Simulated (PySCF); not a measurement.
CH6FNOSi2 (SMILES CN1[SiH2]O[Si@@H]1F), singlet, at a GFN2-xTB geometry; B3LYP5/cc-pVDZ run with PySCF.

Input for PySCF:
```python
from pyscf import gto, scf, dft

mol = gto.M(
    atom='''
C     2.093665    0.637656   -0.745018
N     0.808128    0.359414   -0.159056
Si   -0.002481    0.864737    1.308508
O    -1.325659    0.044854    0.708796
Si   -0.644605   -0.400935   -0.722634
F    -0.523202   -1.990951   -0.844636
H     2.072240    1.544715   -1.358220
H     2.403834   -0.195717   -1.376079
H     2.832595    0.775436    0.044324
H    -0.316829    2.281283    1.372980
H     0.506090    0.230879    2.510584
H    -1.343525    0.088063   -1.880960
''',
    basis='cc-pvdz',
    charge=0,
    spin=0,
    verbose=4,
)

mf = dft.RKS(mol)
mf.xc = 'b3lyp5'
mf.kernel()
```

Task: What does PySCF print? Leave out banner, timings and long lists.

Result: 
```
PySCF version 2.14.0

[INPUT] verbose = 4
[INPUT] num. atoms = 12
[INPUT] num. electrons = 64
[INPUT] charge = 0
[INPUT] spin (= nelec alpha-beta = 2S) = 0
[INPUT] symmetry False subgroup None
[INPUT] Mole.unit = angstrom
[INPUT] Symbol           X                Y                Z      unit          X                Y                Z       unit  Magmom
[INPUT]  1 C      2.093665000000   0.637656000000  -0.745018000000 AA    3.956453446588   1.204995201686  -1.407879977871 Bohr   0.0
[INPUT]  2 N      0.808128000000   0.359414000000  -0.159056000000 AA    1.527140593593   0.679194025334  -0.300572278469 Bohr   0.0
[INPUT]  3 Si    -0.002481000000   0.864737000000   1.308508000000 AA   -0.004688410515   1.634116099778   2.472721751802 Bohr   0.0
[INPUT]  4 O     -1.325659000000   0.044854000000   0.708796000000 AA   -2.505132444565   0.084761775591   1.339430318187 Bohr   0.0
[INPUT]  5 Si    -0.644605000000  -0.400935000000  -0.722634000000 AA   -1.218126908525  -0.757657343752  -1.365580348299 Bohr   0.0
[INPUT]  6 F     -0.523202000000  -1.990951000000  -0.844636000000 AA   -0.988708487825  -3.762352117429  -1.596130714948 Bohr   0.0
[INPUT]  7 H      2.072240000000   1.544715000000  -1.358220000000 AA    3.915966064369   2.919088290508  -2.566663816907 Bohr   0.0
[INPUT]  8 H      2.403834000000  -0.195717000000  -1.376079000000 AA    4.542587908918  -0.369851527922  -2.600412435765 Bohr   0.0
[INPUT]  9 H      2.832595000000   0.775436000000   0.044324000000 AA    5.352828771812   1.465361667128   0.083760220745 Bohr   0.0
[INPUT] 10 H     -0.316829000000   2.281283000000   1.372980000000 AA   -0.598720038320   4.311000082626   2.594556174505 Bohr   0.0
[INPUT] 11 H      0.506090000000   0.230879000000   2.510584000000 AA    0.956371494381   0.436298077913   4.744316172715 Bohr   0.0
[INPUT] 12 H     -1.343525000000   0.088063000000  -1.880960000000 AA   -2.538894291506   0.166414951708  -3.554499251262 Bohr   0.0

nuclear repulsion = 405.686724784066
number of shells = 48
number of NR pGTOs = 228
number of NR cGTOs = 122
basis = cc-pvdz
ecp = {}

******** <class 'pyscf.dft.rks.RKS'> ********
method = RKS
initial guess = minao
damping factor = 0
level_shift factor = 0
DIIS = <class 'pyscf.scf.diis.CDIIS'>
diis_start_cycle = 1
diis_space = 8
diis_damp = 0
SCF conv_tol = 1e-09
SCF conv_tol_grad = None
SCF max_cycles = 50
direct_scf = True
direct_scf_tol = 1e-13
XC library pyscf.dft.libxc version 7.1.2
    S. Lehtola, C. Steigemann, M. J. T. Oliveira, and M. A. L. Marques,  SoftwareX 7, 1–5 (2018)
XC functionals = b3lyp5
    P. A. M. Dirac,  Math. Proc. Cambridge Philos. Soc. 26, 376 (1930)
    F. Bloch,  Z. Phys. 57, 545 (1929)
    A. D. Becke,  Phys. Rev. A 38, 3098 (1988)
    C. Lee, W. Yang, and R. G. Parr,  Phys. Rev. B 37, 785 (1988)
    B. Miehlich, A. Savin, H. Stoll, and H. Preuss,  Chem. Phys. Lett. 157, 200 (1989)
    S. H. Vosko, L. Wilk, and M. Nusair,  Can. J. Phys. 58, 1200 (1980)
radial grids:
    Treutler-Ahlrichs [JCP 102, 346 (1995); DOI:10.1063/1.469408] (M4) radial grids

becke partition: Becke, JCP 88, 2547 (1988); DOI:10.1063/1.454033
pruning grids: <function nwchem_prune>
grids dens level: 3
symmetrized grids: False
atomic radii adjust function: <function treutler_atomic_radii_adjust>
small_rho_cutoff = 0
Set gradient conv threshold to 3.16228e-05
Initial guess from minao.
tot grids = 153576
init E= -851.204812384668
  HOMO = -0.295750301175381  LUMO = -0.0531745076856254  gap/eV = 6.60082
cycle= 1 E= -850.255684234544  delta_E= 0.949  |g|= 1.03  |ddm|= 3.05
  HOMO = -0.126411170206087  LUMO = 0.00214204967324516  gap/eV = 3.49811
cycle= 2 E= -849.886469657588  delta_E= 0.369  |g|= 1.72  |ddm|= 2.01
  HOMO = -0.235709421700475  LUMO = -0.011840868548783  gap/eV = 6.09177
cycle= 3 E= -850.451605409914  delta_E= -0.565  |g|= 0.137  |ddm|= 1.36
  HOMO = -0.253156146968639  LUMO = -0.0115027794848026  gap/eV = 6.57572
cycle= 4 E= -850.453817262513  delta_E= -0.00221  |g|= 0.0951  |ddm|= 0.172
  HOMO = -0.243614355888941  LUMO = -0.00991800658296205  gap/eV = 6.35920
cycle= 5 E= -850.455660176948  delta_E= -0.00184  |g|= 0.0128  |ddm|= 0.0761
  HOMO = -0.245011854991965  LUMO = -0.0104084971902569  gap/eV = 6.38388
cycle= 6 E= -850.455695350834  delta_E= -3.52e-05  |g|= 0.0046  |ddm|= 0.0137
  HOMO = -0.244737662421652  LUMO = -0.0103828321610346  gap/eV = 6.37712
cycle= 7 E= -850.455699652083  delta_E= -4.3e-06  |g|= 0.00102  |ddm|= 0.0035
  HOMO = -0.24478776687087  LUMO = -0.0103679837215198  gap/eV = 6.37889
cycle= 8 E= -850.455699812763  delta_E= -1.61e-07  |g|= 0.00039  |ddm|= 0.000954
  HOMO = -0.244749688875694  LUMO = -0.0103530482460048  gap/eV = 6.37826
cycle= 9 E= -850.455699843578  delta_E= -3.08e-08  |g|= 5.41e-05  |ddm|= 0.00034
  HOMO = -0.244757728601815  LUMO = -0.0103579922874903  gap/eV = 6.37834
cycle= 10 E= -850.455699844313  delta_E= -7.35e-10  |g|= 9.65e-06  |ddm|= 6.49e-05
  HOMO = -0.24475779725284  LUMO = -0.0103583578532156  gap/eV = 6.37833
Extra cycle  E= -850.455699844302  delta_E= 1.14e-11  |g|= 1.34e-05  |ddm|= 1.86e-05
converged SCF energy = -850.455699844302
```
